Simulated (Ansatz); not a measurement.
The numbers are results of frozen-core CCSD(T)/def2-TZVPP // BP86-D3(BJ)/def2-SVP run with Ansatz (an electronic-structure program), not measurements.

Ansatz 0.2 input:
```yaml
crystal:
  periodic: [false, false, false]
  atoms:
    - { symbol: Ti, position_ang: [0.0429, -0.130455, -0.000146] }
    - { symbol: F, position_ang: [-0.363714, 0.348158, -1.622487] }
    - { symbol: F, position_ang: [1.664397, 0.315502, 0.444533] }
    - { symbol: F, position_ang: [-0.284784, -1.812858, 0.294098] }
    - { symbol: H, position_ang: [-0.98529, 0.739384, 1.023552] }
basis:
  gaussian: { orbitals: def2-TZVPP }
correlation:
  method: ccsd_t
```

Output:

```
Functional definition: HF
1150 factors; integrals over basis functions are off by at most 6.4e-4 eV
mean field evaluation 1: about -31221.0688 eV, gradient 6.4e1 eV
mean field evaluation 2: about -31221.1689 eV, gradient 6.4e1 eV
mean field evaluation 4: about -31228.5053 eV, gradient 3.5e0 eV
mean field evaluation 8: about -31228.6172 eV, gradient 6.4e-1 eV
mean field evaluation 16: about -31228.6210 eV, gradient 2.5e-6 eV
mean field -31228.62101369 eV, -1147.6306547334 hartree, gradient 2.5e-6 eV, S^2 0.000000; 0 other end points of the search recorded, 0 dependent functions left out
8 core orbitals not correlated
reference -31228.62101369 eV, -1147.6306547334 hartree; 17, 17 occupied and 146, 146 virtual orbitals, 1150 factors
second order -32.16738074 eV of doubles, -0.00000000 eV of singles
cycle   1  -30.85934914 eV  change     1.3e0 eV  update   2.3e-1
cycle   2  -31.97190176 eV  change    -1.1e0 eV  update   1.3e-1
cycle   3  -32.22273446 eV  change   -2.5e-1 eV  update   4.7e-2
cycle   4  -32.22041872 eV  change    2.3e-3 eV  update   1.6e-2
cycle   5  -32.19207918 eV  change    2.8e-2 eV  update   4.5e-3
cycle   6  -32.19184275 eV  change    2.4e-4 eV  update   1.8e-3
cycle   7  -32.19305357 eV  change   -1.2e-3 eV  update   8.8e-4
cycle   8  -32.19251047 eV  change    5.4e-4 eV  update   3.5e-4
cycle   9  -32.19262518 eV  change   -1.1e-4 eV  update   1.6e-4
cycle  10  -32.19282054 eV  change   -2.0e-4 eV  update   4.6e-5
cycle  11  -32.19272113 eV  change    9.9e-5 eV  update   2.1e-5
cycle  12  -32.19269978 eV  change    2.1e-5 eV  update   9.3e-6
perturbative correction -1.35943282 eV, -0.0499582345 hartree
Total energy: -31262.17314628 eV, -1148.8636728639 hartree
```

Cost: about 80 core-seconds (a rough figure).
